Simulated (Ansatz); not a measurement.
CHNTe: structure from calculated spectroscopic constants

These gas-phase data were calculated for one isomer of CHNTe at B3LYP-D4/def2-TZVP (harmonic, unscaled wavenumbers; equilibrium rotational constants with average atomic masses):

| Item | Value |
| --- | --- |
| rotational constants | 1530, 3.047, 3.041 GHz |
| all wavenumbers above 1500 cm⁻¹ | 3687, 2016 |

Candidates:

(1) `C#[N+][Te-]`, a singlet
(2) `N=C=[Te]`, a singlet
(3) `N#C[TeH]`, a singlet

**Question.** Which structure fits?

**Answer.** Candidate (2). The band at 3687 cm⁻¹ lies where the N–H stretch is expected; (3) has no mode between 3250 and 3800 cm⁻¹. No mode falls between 2050 and 2420 cm⁻¹, where the C≡N stretch of (1) would stand.

The same quantities for all candidates:

```tsv
	rotational constants (GHz)	wavenumbers above 1500 cm⁻¹	E above the lowest, B3LYP-D4/def2-TZVP (kcal/mol)
(1)	3.1	3460, 2126	16.7
(2)	1530, 3.047, 3.041	3687, 2016	0.0
(3)	182.4, 3.1, 3.048	2271, 2122	5.4
```

Harmonic stretches to hydrogen usually lie a few per cent above observed fundamentals. Each candidate is one conformer. Atoms past krypton carry core potentials. Programs: Ansatz 0.2.0.
